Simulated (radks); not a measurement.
Results of a calculation; reference values are marked as such.
All-electron atom: the selenium ion Se2+ in [Ar] 3d10 4s2 4p2 (the NIST ground configuration). Level of theory: Dirac Kohn-Sham, PBE, spin-unpolarised, spherical densities, point nucleus; open shells fill j = l - 1/2 first (a radial shooting solver on a logarithmic mesh with Libxc functionals).

Unscreened Slater integrals over Kohn-Sham orbitals (eV). Large and small components are both included. Empty in this configuration: 4p3/2.

integral          value
F0(4p1/2,4p1/2)  12.456
F0(4p1/2,4s1/2)  13.339
G1(4p1/2,4s1/2)  8.9418
F0(4p1/2,3d5/2)  16.128
G3(4p1/2,3d5/2)  1.0922
F0(4p1/2,3d3/2)  16.138
G1(4p1/2,3d3/2)  1.1969
F0(4p1/2,4p3/2)  12.360
G2(4p1/2,4p3/2)  6.5186
F0(4s1/2,4s1/2)  14.475
F0(4s1/2,3d5/2)  18.396
G2(4s1/2,3d5/2)  1.6788
F0(4s1/2,3d3/2)  18.410
G2(4s1/2,3d3/2)  1.6578
F0(4s1/2,4p3/2)  13.216
G1(4s1/2,4p3/2)  8.7808
F0(3d5/2,3d5/2)  39.716
F2(3d5/2,3d5/2)  18.853
F4(3d5/2,3d5/2)  11.826
F0(3d5/2,3d3/2)  39.851
F2(3d5/2,3d3/2)  18.912
G2(3d5/2,3d3/2)  18.876
G4(3d5/2,3d3/2)  11.841
F0(3d5/2,4p3/2)  15.901
F2(3d5/2,4p3/2)  3.3256
G1(3d5/2,4p3/2)  1.1582
G3(3d5/2,4p3/2)  1.0506
F0(3d3/2,3d3/2)  39.986
F2(3d3/2,3d3/2)  18.972
F0(3d3/2,4p3/2)  15.911
F2(3d3/2,4p3/2)  3.3038
G1(3d3/2,4p3/2)  1.1444
G3(3d3/2,4p3/2)  1.0395
F0(4p3/2,4p3/2)  12.267
F2(4p3/2,4p3/2)  6.4754
